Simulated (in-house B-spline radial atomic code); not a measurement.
Ionising Pm with different functionals

Computed with an all-electron radial atomic-structure program (B-spline basis): four-component Dirac-Coulomb Hamiltonian, Fermi nucleus of rms radius 4.962 fm, spin-restricted, spherical fractional occupations for the functionals, and exact exchange of hybrids averaged over the configuration. The ionisation energy is the difference of two self-consistent energies, [Xe] 4f5 6s2 → [Xe] 4f5 6s1, without Breit or QED terms; ε is the level of the shell that loses the electron (mean over j).

```json
{"method": "B97-1", "rung": "global hybrid", "ΔSCF (eV)": "5.66", "-ε(6s) (eV)": "3.86"}
{"method": "HSE06", "rung": "range-separated hybrid", "ΔSCF (eV)": "5.72", "-ε(6s) (eV)": "3.71"}
{"method": "LC-wPBE", "rung": "range-separated hybrid", "ΔSCF (eV)": "5.41", "-ε(6s) (eV)": "5.52"}
{"method": "CAM-B3LYP", "rung": "range-separated hybrid", "ΔSCF (eV)": "5.62", "-ε(6s) (eV)": "4.79"}
```

**Question.** Among the functionals, which spreads more, the ΔSCF values or the orbital energies?

**Answer.** The orbital energies: ΔSCF values span about 0.31 eV and the orbital energies 1.82 eV; here energy differences depend much less on the functional than eigenvalues do.

**Question.** How do they compare with the NIST value?

**Answer.** NIST lists 5.582 eV (measured, ground level to ground level). Errors run from -0.17 to +0.14 eV; CAM-B3LYP is closest (+0.03 eV), but part of that can be cancellation, since the calculations leave out Breit-QED terms, spin polarisation, the choice among j levels, multiplet and fine-structure energies.
